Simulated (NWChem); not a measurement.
A series in which one site is exchanged, each optimised at PBE0/def2-SVP with NWChem, gas phase unless a solvent is named. This build's default masses of Se (78.918 u) and Br (79.917 u) are each other's, which moves their modes by up to 0.6 %.

A: F[SiH2]C (CH₅FSi; site = H)
B: C[SiH](F)Br (CH₄BrFSi; site = Br)
C: C[SiH](F)F (CH₄F₂Si; site = F)
D: C[SiH](F)Cl (CH₄ClFSi; site = Cl)

Q: Rank them by static polarisability, PBE/def2-SVPD (bohr³), lowest first.

A: C (39.6), A (41.9), D (53.9), B (62.1)
